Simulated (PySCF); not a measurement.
PySCF 2.14 output of an unrestricted PBE0 calculation on a single atom or ion in cc-pVTZ-DK (7s6p4d2f1g, 68 functions), with scalar relativity by spin-free X2C-1e:

```
SCF conv_tol = 1e-09
number electrons alpha = 15  beta = 14
    C. Adamo and V. Barone.,  J. Chem. Phys. 110, 6158 (1999)
    M. Ernzerhof and G. E. Scuseria.,  J. Chem. Phys. 110, 5029 (1999)
cycle= 1 E= -1795.32430593096  delta_E= -0.0101  |g|= 0.178  |ddm|= 0.435
cycle= 2 E= -1795.31515129535  delta_E= 0.00915  |g|= 0.343  |ddm|= 0.172
cycle= 3 E= -1795.32859844785  delta_E= -0.0134  |g|= 0.014  |ddm|= 0.127
cycle= 4 E= -1795.3286286224  delta_E= -3.02e-05  |g|= 0.00104  |ddm|= 0.00417
cycle= 5 E= -1795.32862876925  delta_E= -1.47e-07  |g|= 2.4e-05  |ddm|= 0.000762
cycle= 6 E= -1795.32862876953  delta_E= -2.8e-10  |g|= 5.41e-06  |ddm|= 3.64e-05
converged SCF energy = -1795.32862876953  <S^2> = 0.75086966  2S+1 = 2.0008695
```

The run itself started from symmetry-adapted Hartree-Fock orbitals and held the occupation by maximum overlap, on a logarithmic radial grid, so the iterations belong to that start.

Problem. Which element, charge and spin multiplicity is this?

Solution. Zn⁺ (zinc, charge +1), multiplicity 2; the state was [Ar] 3d10 4s1, 2S determinant.
